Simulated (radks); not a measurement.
The numbers below are computed, except where a source is named.
Species: Ir. Configuration: [Xe] 4f14 5d7 6s2. Level of theory: scalar-relativistic Kohn-Sham, r2SCAN, spin-polarised, spherical densities, finite nucleus; open shells are filled with parallel spins first (spin-orbit coupling, left out, can overturn this in heavy ions); meta-GGA in the generalised Kohn-Sham scheme; Fermi nuclear charge, rms radius 5.4032 fm (a radial shooting solver on a logarithmic mesh with Libxc functionals).

Unscreened Slater integrals over Kohn-Sham orbitals (cm^-1). They are taken over the spin-up orbitals.

| integral | value |
|---|---|
| F0(6s,6s) | 70697 |
| F0(6s,5d) | 83586 |
| G2(6s,5d) | 21297 |
| F0(6s,5p) | 88827 |
| G1(6s,5p) | 6365.0 |
| F0(5d,5d) | 118310 |
| F2(5d,5d) | 60132 |
| F4(5d,5d) | 39364 |
| F0(5d,5p) | 138250 |
| F2(5d,5p) | 66394 |
| G1(5d,5p) | 78755 |
| G3(5d,5p) | 48462 |
| F0(5p,5p) | 173420 |
| F2(5p,5p) | 93408 |

Derived for the open shells (J is the average intra-shell exchange parameter used in DFT+U). 5d: Racah B = F2/49 - 5 F4/441 = 780.9 cm^-1, C = 35 F4/441 = 3124 cm^-1, C/B = 4.00, F4/F2 = 0.655, J = (F2 + F4)/14 = 7107 cm^-1.
